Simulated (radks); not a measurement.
Question: The mean radii <r> (bohr) of the occupied orbitals of an atom or ion are listed with their occupations. Calculated with a radial shooting solver on a logarithmic mesh with Libxc functionals: scalar-relativistic Kohn-Sham, BLYP, spin-unpolarised, spherical densities, finite nucleus; Fermi nuclear charge, rms radius of each element as measured or else 0.836 A^(1/3) + 0.57 fm.

orbital  occ.     <r>
1s          2  0.1762
2s          2  0.9189
2p          3  0.8962

Name the element and its charge.

Answer: Z = 9, fluorine, charge +2: F2+ in [He] 2s2 2p3. The 1s radius gives Z: for a bare nucleus <r> = (2 gamma + 1)/(2Z) with gamma = sqrt(1 - (Z/c)^2), 0.1664 bohr for Z = 9, and screening makes it slightly larger (0.1762 here). The occupations add up to 7, and the charge is Z minus that.
